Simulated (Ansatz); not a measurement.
Ideal-gas functions of BCl₂H₂InO (`[OH][InH][B](Cl)Cl`) at 500 K and 1 bar, from an Ansatz frequency run at PBE0-D4/def2-TZVP.

Molar mass 214.55 g/mol, point group Cs (symmetry number 1), electronic degeneracy 1, moments of inertia 207.439, 579.028, 688.633 u Å². Harmonic wavenumbers (cm⁻¹, unscaled): 23, 79, 98, 173, 323, 343, 361, 444, 485, 591, 786, 843, 906, 1857, 3898.

Use S(trans) = R[1.5 ln M + 2.5 ln T − 1.1517]; rotational temperatures θ = 24.2544 K / I; S(rot) = R[ln(√π/σ · √(T³/θAθBθC)) + 1.5]; for each mode x = 1.438777 ν̃/T, S = R[x/(eˣ − 1) − ln(1 − e⁻ˣ)] and H = RT x/(eˣ − 1); 1 cm⁻¹ = 0.0119627 kJ/mol; R = 8.31446 J/(mol·K).

Question: By hand: the entropy, in J/(mol·K).

Answer: Translation 186.6. Rotation: θ = 0.1169, 0.0419, 0.0352 K, giving 130.8. Vibration, mode by mode: 30.89, 20.65, 18.87, 14.20, 9.22, 8.75, 8.36, 6.82, 6.19, 4.83, 3.10, 2.73, 2.36, 0.25, 0.00, in all 137.2. Electronic 0.0. Sum 454.6 J/(mol·K).

Question: By hand: H − E and G − E in kJ/mol, counted from the electronic energy.

Answer: Zero-point energy ½ × 11210 × 0.0119627 = 67.1; thermal vibration 30.4; translation, rotation and pV give 4 RT = 16.6. H − E = 114.1 kJ/mol, and G − E = 114.1 − 500 × 454.6/1000 = -113.2 kJ/mol.

Vibration gives 30 % of the entropy, 70.4 J/(mol·K) of it from the modes under 150 cm⁻¹: soft modes count most, and the harmonic formula is weakest for them. The sum counts one conformer and one mirror image; others add a mixing term.
